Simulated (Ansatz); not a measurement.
Ansatz results at the PBE0-D4/def2-TZVP geometry: LUMO energy (PBE0/def2-TZVPP) -0.02 eV; LUMO energy (ωB97M-V/def2-TZVPP) 1.65 eV; HOMO energy (PBE/def2-TZVPP) -5.59 eV.

Task: Which molecule gave them?
A. `C1CSC[SiH2]1`
B. `COC(=S)[TeH]`
C. `CC1C[SiH2]S1`
D. `O=C1SC1O`

Result: C. The others give `COC(=S)[TeH]`: -1.58, 0.51, -5.54; `C1CSC[SiH2]1`: 0.37, 2.01, -5.12; `O=C1SC1O`: -1.46, 0.77, -6.20.
